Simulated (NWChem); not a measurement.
Molecule: sulfur hexafluoride (SF6); SMILES FS(F)(F)(F)(F)F

Results from NWChem. Pople sets run with spherical d functions. Each level has its own optimisation. Entropies are gas-phase, rigid-rotor, harmonic values for NWChem's default masses at 298.15 K and 1 bar, so the errors hold that model's part too (torsions, anharmonicity).

Measured entropy at 1 bar: 69.7 cal/(mol K) (CRC Handbook, as tabulated in the package chemicals).

```tsv
level	entropy at 1 bar (cal/(mol K))	computed − measured
Hartree-Fock/STO-3G	[?]	[?]
Hartree-Fock/3-21G	70.8	+1.1
Hartree-Fock/6-31G*	68.6	-1.1
B3LYP/6-31G*	70.9	+1.2
LDA (Slater exchange, VWN5)/def2-SVP	70.1	+0.4
PBE/def2-SVP	[?]	[?]
BLYP/def2-SVP	71.5	+1.8
PBE0/def2-SVP	69.6	-0.1
```

Task: What belongs in the gaps?

Result: 
- Hartree-Fock/STO-3G, entropy at 1 bar (cal/(mol K)): 72.5
- Hartree-Fock/STO-3G, computed − measured: +2.8
- PBE/def2-SVP, entropy at 1 bar (cal/(mol K)): 71.0
- PBE/def2-SVP, computed − measured: +1.3
